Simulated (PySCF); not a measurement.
# A small calculation by hand: oscillator strength and radiative lifetime

Cd(F)(OH) (CdFHO), SMILES [OH][Cd][F].

The structure is a stationary point at PBE-D3(BJ)/def2-TZVP. The def2 effective core potentials stand for the cores of Cd; spin–orbit coupling is left out. One conformer was computed; it need not be the lowest.

TDDFT-LC-ωPBE/def2-TZVPD in PySCF puts the first singlet state with f over 0.02 at 5.47 eV (vertical), with the transition dipole (0.000, 0.000, -0.389) in atomic units.

### Question
Find the oscillator strength, the wavelength and the radiative lifetime that this transition would have in vacuum if emission retraced absorption.

### Answer

|μ|² = 0.1513 au, so |μ| = 0.99 D. ΔE = 5.47/27.211 = 0.2010 hartree. f = (2/3) ΔE |μ|² = 0.020 (the program prints 0.020).
λ = 1239.84/5.47 = 227 nm; ν = 44119 cm⁻¹.
Einstein's coefficient A = 0.6670 ν² f s⁻¹ (ν in cm⁻¹) = 2.6e7 s⁻¹, so τ = 1/A = 38 ns. This state is S1. The figure is the radiative limit of this one transition; relaxation, internal conversion, crossing to triplets and a medium change what is measured.
